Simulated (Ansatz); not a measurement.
Energy profile

The step: CH₆Sn ([CH3][SnH3]) + H₂O → SnH₄O ([OH][SnH3]) + CH₄; bonds formed: Sn1–O7, C2–H6; bonds broken: Sn1–C2, H6–O7 (atoms numbered as in the saddle structure below).

Sn1  (-0.707, -0.880, -0.557)
C2  (0.106, 1.336, 0.331)
H3  (-0.222, -2.375, -1.266)
H4  (-1.980, -1.106, 0.546)
H5  (-1.109, 0.117, -1.895)
H6  (0.806, 0.101, 0.625)
O7  (1.054, -1.042, 0.742)
H8  (-0.939, 1.601, 0.509)
H9  (0.662, 1.745, 1.185)
H10  (0.446, 1.845, -0.572)
H11  (1.883, -1.342, 0.352)
(Å)

Electronic energies by CCSD(T) at an estimated basis limit (MP2 extrapolated from triple and quadruple zeta, plus CCSD(T) − MP2 in triple zeta), on PBE0-D4/def2-TZVP structures; CH$_{8}$OSn, closed shell; no counterpoise correction. Computed with Ansatz 0.2.0 (basis: def2-TZVPP and def2-QZVPP); correlated methods freeze the cores. Filled d shells of the heavier atoms are correlated. Core potentials replace the inner electrons of the atoms past krypton. The def2 sets are not built for correlating such inner shells, so the correlated values are less sure here. Extrapolation: Hartree–Fock as exp(−7.88 √X), correlation as X^−2.97.

Q: Give the profile in eV, counted from the separated reactants. (To be estimated.)

A: Computed:
```tsv
point	eV
separated: CH$_{6}$Sn (linked as [CH3][SnH3]; Sn1, C2, H3, H4, H5, H8, H9, H10; singlet) + H$_{2}$O (H6, O7, H11; singlet)	0.000
start structure	-0.124
saddle	1.752
end structure	-0.420
separated: SnH$_{4}$O (linked as [OH][SnH3]; Sn1, H3, H4, H5, O7, H11; singlet) + CH$_{4}$ (C2, H6, H8, H9, H10; singlet)	-0.350
```

The T1 diagnostic stays at or below 0.014.

For scale, one of the runs: CCSD(T)/def2-TZVPP, 224 basis functions (an equivalent command: `ansatz run in.yaml --threads 4`). Hardware: 4 CPU threads, shared host. Wall time 2.3 min; peak host memory 4.1 GiB.
